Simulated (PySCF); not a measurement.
## How methods differ on the ionisation energy of P+

P+ [Ne] 3s2 3p2 (3P) → P(2+) [Ne] 3s2 3p1 (2P), as a difference of total energies. All numbers are calculated (PySCF 2.14, the non-relativistic Hamiltonian (point nucleus), in def2-QZVPPD (10s6p5d2f1g, 76 functions)). Correlated levels: valence: [Ne] frozen. The calculations carry no spin-orbit coupling.

| method | ionisation energy (eV) | plus first-order spin-orbit estimate | difference from reference of that sum (eV) |
| --- | --- | --- | --- |
| UHF | 19.169 | 19.162 | -0.607 |
| MP2 (valence) | 19.655 | 19.649 | -0.120 |
| SCS-MP2 (valence) | 19.564 | 19.557 | -0.212 |
| CCSD (valence) | 19.681 | 19.674 | -0.095 |
| CCSD(T) (valence) | 19.722 | 19.716 | -0.053 |

Reference: 19.769 eV (semi-empirical (NIST evaluation); NIST Atomic Spectra Database, ionization energies).

A first-order spin-orbit estimate (lowest level to lowest level, LS coupling) adds -0.007 eV.

Errors of the correlated levels include the incompleteness of this basis and the frozen core.
